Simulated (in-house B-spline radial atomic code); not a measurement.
Results of a calculation; reference values are marked as such.
## Two electrons in InAs: a parabolic dot with ħω = 0.834 meV in all three directions with an ionised donor at its centre

For InAs the NSM archive of the Ioffe Institute lists m* = 0.023 m0 and ε = 15.15. Real donors also feel a central-cell potential, which shifts the ground state. In so narrow a gap the band flattens within tens of meV, so real spacings are smaller, by up to some tenths.

Effective-mass model with parabolic bands, a uniform dielectric constant, no image charges, no central-cell or spin-orbit terms. Two-electron levels come from full CI in B-splines with partial waves to l = 5 (up to 0.001 effective hartree above the limit).

Question: What are the effective units, and what is the potential in them?

Answer: Ha* = 27211.386 meV × 0.023/15.15² = 2.727 meV and a* = 0.0529177 nm × 15.15/0.023 = 34.86 nm. The frequency is ω = 0.306 Ha*, with −1/r added.

In these units the lowest s and p orbitals lie at -0.390644 and 0.307363, and their Coulomb and exchange integrals are J_ss = 0.740659, J_sp = 0.469918 and K_sp = 0.06602. Full CI gives -0.146093 for the ground singlet, 0.296383 for the sp triplet, 0.382143 for the sp singlet and 0.453024 for the lowest triplet of two s orbitals.

Question: What does it cost to add the second electron, to first order and exactly?

Answer: To first order E = 2ε_s + J_ss = -0.040629, so the charging energy E(2) − 2E(1) is J_ss = 2.02 meV. CI gives -0.146093 − 2 × (-0.390644) = 0.635196, or 1.732 meV: relaxation and correlation lower it by 0.2876 meV, 14.2 % of J_ss. The s² configuration of one-electron orbitals holds 91.6 % of the state, and the mean radius is 52.5 nm.

Question: How far above the singlet do the triplets lie?

Answer: To first order the sp triplet lies at ε_s + ε_p + J_sp − K_sp = 0.320615, which is 0.985 meV above 2ε_s + J_ss. CI gives 0.296383 − (-0.146093) = 0.442476, or 1.207 meV, 63 % of the orbital spacing of 1.903 meV. The ss triplet lies 1.634 meV up, so the lower of the two is the sp one, and its gap equals k_BT at 14 K. The sp singlet-triplet splitting is 0.2339 meV, against 2K_sp = 0.3601 meV.
